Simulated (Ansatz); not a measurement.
Mulliken charges of H6N2Sn, SMILES `[NH2][SnH2][NH2]` from ωB97M-V/def2-TZVPP in Ansatz (PBE0-D4/def2-TZVP geometry).

```csv
atom,x (Å),y (Å),z (Å),charge (e)
N1,-0.291,1.652,-0.100,-0.517
Sn2,-0.008,-0.211,0.632,0.826
N3,0.304,-1.266,-1.063,-0.517
H4,-1.125,1.744,-0.664,0.118
H5,-0.302,2.382,0.600,0.103
H6,-1.358,-0.955,1.381,-0.117
H7,1.321,-0.072,1.707,-0.117
H8,1.150,-1.006,-1.553,0.118
H9,0.308,-2.269,-0.940,0.103
```

Q: By hand: the dipole of these point charges (1 e Å = 4.8032 D).

A: Σ q r = (-0.005, -0.155, 0.465) e Å, of length 0.490 e Å = 2.35 D.

Q: How does the dipole of the full density compare? (Estimate.)

A: Computed: (-0.002, -0.067, 0.201) e Å, 1.02 D; the point charges give 2.30 times that, at 0° from its direction.

Point charges leave out the atoms' own dipoles, such as those of lone pairs, and Mulliken's split depends on the basis, so the two needn't agree.
